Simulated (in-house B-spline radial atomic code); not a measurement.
Atomic self-consistent-field run: Pb VIII (Pb7+) (an excited or competing configuration). Level of theory: Dirac-Hartree-Fock, average of the jj configuration, Fermi nucleus of rms radius 5.5012 fm; calculated with an all-electron radial atomic-structure program (B-spline basis).

In the input, a minus or plus after the letter marks the j = l - 1/2 or j = l + 1/2 subshell.

Command:
```bash
python run_scf.py task.json out
```
Settings (nuclear radius in fm, mass in u):
```
Z                82
configuration    1s2 2s2 2p6 3s2 3p6 3d10 4s2 4p6 4d10 4f14 5s2 5p6 5d-3 5d+4
hamiltonian      dirac
method           hf
spin_polarised   False
nucleus          fermi
rms_radius       5.5012
atomic_mass      207.97665
speed_of_light   137.035999084
```

Output (hartree, bohr):
```
 radial grid: 66 intervals, B-splines of order 8, outer radius 18.8312 bohr

 iter        energy (Eh)    residual
    1      -20893.677128    1.04e+00
    2      -20899.976931    2.15e-01
    3      -20900.945291    6.58e-02
    4      -20900.991800    2.37e-02
    5      -20900.998272    4.93e-03
    6      -20900.998589    1.77e-03
    7      -20900.998629    8.98e-05
    8      -20900.998630    7.43e-06
    9      -20900.998630    1.18e-06
   10      -20900.998630    6.18e-08

 total energy                    -20900.99863
 kinetic                           24296.2971
 electron-nucleus                 -52607.5493
 electron-electron                  7410.2536

 first-order corrections (not in the total)
   Gaunt                            27.6907
   retardation                      -2.9358
   frequency dependence             -0.5634
   self-energy                      20.9708
   Uehling                          -4.4516
   Wichmann-Kroll                    0.2049
   recoil                            0.0329

 orbital      occ     eigenvalue          <r>       <r^2>       <1/r>       <r^4>     <1/r^2>       r_max    small
 1s1/2      2.000     -3259.6332    0.0160541 0.000357426     101.241 3.54074e-07     25921.8    0.009847  9.78e-02
 2s1/2      2.000      -591.6247    0.0668821  0.00536133     25.0505 5.07063e-05     3760.99     0.05735  2.26e-02
 2p1/2      2.000      -567.2315      0.05495  0.00378472     24.9605 3.00689e-05      1183.3     0.04204  2.26e-02
 2p3/2      4.000      -486.6411    0.0638283  0.00496267     19.9549 4.84121e-05      544.99     0.04972  1.99e-02
 3s1/2      2.000      -147.4700     0.173679   0.0346593     9.19951   0.0018223     867.034      0.1612  7.62e-03
 3p1/2      2.000      -136.5237     0.164394   0.0315791     9.09709  0.00158732      279.47      0.1504  7.55e-03
 3p3/2      4.000      -118.3109     0.180502    0.037862     7.79398   0.0022535     131.032      0.1658  6.77e-03
 3d3/2      4.000      -100.5321     0.157087   0.0289758     7.67396  0.00148758     73.9282       0.129  6.63e-03
 3d5/2      6.000       -96.6893     0.161984   0.0306826     7.38316  0.00165072     67.2349      0.1332  6.42e-03
 4s1/2      2.000       -37.6762      0.38392    0.166401     3.88857   0.0398653     222.137      0.3627  2.60e-03
 4p1/2      2.000       -32.9052     0.385507    0.169112     3.77751   0.0422038     70.6584      0.3607  2.50e-03
 4p3/2      4.000       -28.3866      0.41822    0.198751     3.34681   0.0581844     33.7494      0.3912  2.23e-03
 4d3/2      4.000       -20.6062      0.42358    0.207203     3.14398    0.067606     17.9311      0.3831  2.02e-03
 4d5/2      6.000       -19.7490     0.434391    0.217669     3.04276   0.0744543     16.2972      0.3927  1.94e-03
 4f5/2      6.000        -9.6193     0.447317    0.238445     2.70467    0.108817     9.01362      0.3486  1.58e-03
 4f7/2      8.000        -9.4257     0.453203    0.244614     2.66657    0.114334     8.74095      0.3531  1.55e-03
 5s1/2      2.000        -9.7001     0.853743     0.81426     1.60531    0.941594     46.6498      0.7918  6.82e-04
 5p1/2      2.000        -7.9624     0.904065    0.916993     1.49803      1.2165     13.9944      0.8279  6.11e-04
 5p3/2      4.000        -7.0554     0.979107     1.07414     1.35243      1.6627     6.81323      0.8968  5.33e-04
 5d3/2      3.000        -4.5579        1.147     1.48986     1.13388     3.35391     3.03556       1.015  3.92e-04
 5d5/2      4.000        -4.4342      1.17738     1.56856     1.09917     3.70842     2.75267       1.042  3.73e-04
```

Cost of the run: 1.4 s on 1 thread of Arm Neoverse V1, with other jobs on the host.

For the Dirac Hamiltonian the kinetic term is c α·p + (β - 1)c².
